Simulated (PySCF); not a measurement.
**MCu for M along the halogens**

PBE0 with triple-zeta basis sets in PySCF, for the lowest determinant that a PBE0 search found; no spin–orbit coupling. De refers to high-spin ground-configuration atoms. A positive dipole means M(−)Cu(+).

| M | basis | state (unpaired electrons) | Re (Å) | ωe (cm⁻¹) | De (eV) | μ (D) |
| --- | --- | --- | --- | --- | --- | --- |
| F | x2c-TZVPPall | singlet (closed shell) | 1.742 | 619 | 3.93 | 5.02 |
| Cl | def2-TZVPP | singlet (closed shell) | 2.076 | 401 | 3.64 | 5.12 |
| Br | x2c-TZVPPall | singlet (closed shell) | 2.182 | 310 | 3.31 | 4.60 |
| I | def2-TZVPP | singlet (closed shell) | 2.375 | 255 | 2.97 | 4.60 |

By what factor does the bond length vary along the series?

At PBE0 it runs from 1.742 Å (CuF) to 2.375 Å (CuI), a factor of 1.36.

The rows differ in basis set, which adds steps of its own.

Down a group the atoms grow and get heavier, so bonds lengthen and wavenumbers fall; this series shows no clear exception.

Spin–orbit coupling is left out, which matters for elements this heavy, above all for dissociation energies.
